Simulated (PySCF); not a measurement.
## Calculated data, AlBH4O

All values are calculated (PySCF 2.14.0). Calculation on a computer-drawn molecule: optimised geometry and harmonic frequencies of an isolated molecule of the commonest isotopes, restricted reference for singlets and unrestricted otherwise, frozen core in MP2.

```json
{"formula": "AlBH4O", "start_structure": {"atoms_angstrom": [["B", -0.9399, 0.4699, -0.0815], ["Al", -0.1397, 0.8935, 1.7803], ["O", 1.3569, 1.6894, 1.6953], ["H", -1.5827, 1.3152, -0.6746], ["H", -0.6651, -0.4493, -0.7277], ["H", -0.5252, 0.6405, 3.2129], ["H", 2.2225, 2.1358, 1.6855]]}, "given": {"charge": 0, "multiplicity": 1, "method": "HF", "basis": "cc-pV(D+d)Z", "drawn_bonds_atom": [1, 2, 1, 1, 2, 3], "drawn_bonds_other_atom": [2, 3, 4, 5, 6, 7], "drawn_bonds_order": [1, 1, 1, 1, 1, 1]}, "results": {"optimised_atom_element": ["B", "Al", "O", "H", "H", "H", "H"], "optimised_atom_x [angstrom]": [-0.9735, 0.06031, 1.549, -1.764, -0.8143, -0.4661, 2.135], "optimised_atom_y [angstrom]": [0.4909, 0.9913, 1.788, 1.234, -0.5588, 0.6702, 2.078], "optimised_atom_z [angstrom]": [-0.1539, 1.656, 1.494, -0.6766, -0.7223, 3.119, 2.174], "modes_frequency [cm^-1]": [153.1, 183.8, 342.5, 468.4, 558.1, 572.6, 640.6, 729.9, 870.0, 918.7, 1250, 1957, 2647, 2711, 4219], "modes_reduced_mass [dalton]": [1.082, 3.712, 1.062, 1.141, 2.343, 1.324, 1.376, 1.418, 3.013, 1.678, 1.133, 1.042, 1.055, 1.12, 1.068], "rotational_constants [GHz]": [24.38, 5.607, 4.736], "total_energy [hartree]": -343.8089, "convergence_status_largest_gradient_component [hartree/bohr]": 3.325e-05}}
```
